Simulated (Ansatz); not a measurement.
Isolated molecules relaxed with PBE0-D4/def2-TZVP in Ansatz; ΔE leaves out vibrations. CBS: MP2 limit from def2 TZ/QZ plus the TZ coupled-cluster correction, frozen cores. def2 core potentials past Kr. For Ge, Se, Sn outer-core shells are correlated without core-valence functions, which leaves a few kJ/mol of doubt a bond. Scalar relativity is left out up to krypton. Each species was taken in one conformer, which may not be the lowest.

`[CH3][GeH]([OH])[SeH]` + `[OH][SnH2][SH]` → `C[O][SnH2][SH]` + `[OH][GeH2][SeH]`  (substitution at a C–Ge bond)

```tsv
species	SCS-MP2/def2-QZVPP energy (Eh)
`[CH3][GeH]([OH])[SeH]`	-4593.09671
`[OH][SnH2][SH]`	-689.11903
`C[O][SnH2][SH]`	-728.33138
`[OH][GeH2][SeH]`	-4553.84275
```

Work out ΔE.

ΔE = (-728.33138) + (-4553.84275) − (-4593.09671) − (-689.11903) = 0.04161 Eh = +109.2 kJ/mol. CCSD(T)/CBS gives +109.8 kJ/mol.

Largest T1 diagnostic among the species: 0.013.

In def2-TZVPP, CCSD(T) changes the Hartree–Fock value by +14.4 kJ/mol (the triples alone add +1.0 kJ/mol) and MP2 by +22.8 kJ/mol.
